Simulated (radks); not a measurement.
The numbers below are computed, except where a source is named.
Q: Hf VI, 67 electrons, occupied as [Xe] 4f13. Level of theory: scalar-relativistic Kohn-Sham, PBE, spin-polarised, spherical densities, point nucleus; open shells are filled with parallel spins first (spin-orbit coupling, left out, can overturn this in heavy ions) (a radial shooting solver on a logarithmic mesh with Libxc functionals). Some entries of the table are withheld. Estimate them.

| orbital | occ. | eigenvalue (eV) | <1/r> (bohr^-1) |
|---|---|---|---|
| 1s down | 1 | -65354.44 | 83.84 |
| 1s up | 1 | -65354.44 | 83.84 |
| 2s up | 1 | -11232.20 | 19.57 |
| 2s down | 1 | -11232.18 | 19.57 |
| 2p up | 3 | -9869.774 | 17.85 |
| 2p down | 3 | -9869.762 | 17.85 |
| 3s up | 1 | -2611.749 | 7.240 |
| 3s down | 1 | -2611.204 | 7.241 |
| 3p up | 3 | -2204.810 | 6.711 |
| 3p down | 3 | -2204.263 | 6.712 |
| 3d up | 5 | -1723.399 | 6.349 |
| 3d down | 5 | -1722.982 | 6.350 |
| 4s up | 1 | -579.7228 | 3.072 |
| 4s down | 1 | -578.6769 | 3.071 |
| 4p up | 3 | -446.0122 | 2.798 |
| 4p down | 3 | -444.9934 | 2.797 |
| 4d up | 5 | -273.2768 | (1) |
| 4d down | 5 | -272.2826 | (2) |
| 5s up | 1 | -127.6414 | 1.211 |
| 5s down | 1 | -127.2175 | 1.208 |
| 5p up | 3 | (3) | 1.038 |
| 5p down | 3 | (4) | 1.035 |
| 4f up | 7 | -82.2593 | (5) |
| 4f down | 6 | -81.3295 | (6) |

A: 
(1) 4d up <1/r> (bohr^-1): 2.485
(2) 4d down <1/r> (bohr^-1): 2.484
(3) 5p up eigenvalue (eV): -94.0151
(4) 5p down eigenvalue (eV): -93.7085
(5) 4f up <1/r> (bohr^-1): 1.975
(6) 4f down <1/r> (bohr^-1): 1.971
